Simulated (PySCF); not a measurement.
**From computed data to an observable: refractive index and permittivity of the vapour**

Si(Br)(OH)2(NH2) (BrH4NO2Si), SMILES N[Si](O)(O)Br.

Coordinates come from a PBE0-D3(BJ)/def2-SVP optimisation. The structure was generated by enumeration, and PubChem lists no compound with its InChIKey, so it may never have been made. One conformer was computed; it need not be the lowest.

PBE0/def2-TZVP (PySCF) gives a mean static polarisability of 55.7 bohr³ and a dipole moment of 1.90 D. Take an ideal gas at 298.15 K and 1 bar, whether or not the substance is that volatile.

Task: Work out n − 1 in the optical limit and the static ε − 1.

Result: 
Polarisability volume α' = 55.7 × 0.148185 = 8.25 Å³. Number density N = p/kT = 2.43e-5 Å⁻³.
Dilute limit of Lorentz–Lorenz: n − 1 = 2π N α' = 0.0013.
Orientation term of Debye: μ²/(3kT) = 8.098 Å³ × μ²(D²) = 29.23 Å³.
ε − 1 = 4π N (α' + μ²/3kT) = 0.011. Orientation of the dipole supplies 78 % of the static response; it can't follow optical fields. Vibrational polarisation and dispersion are left out.
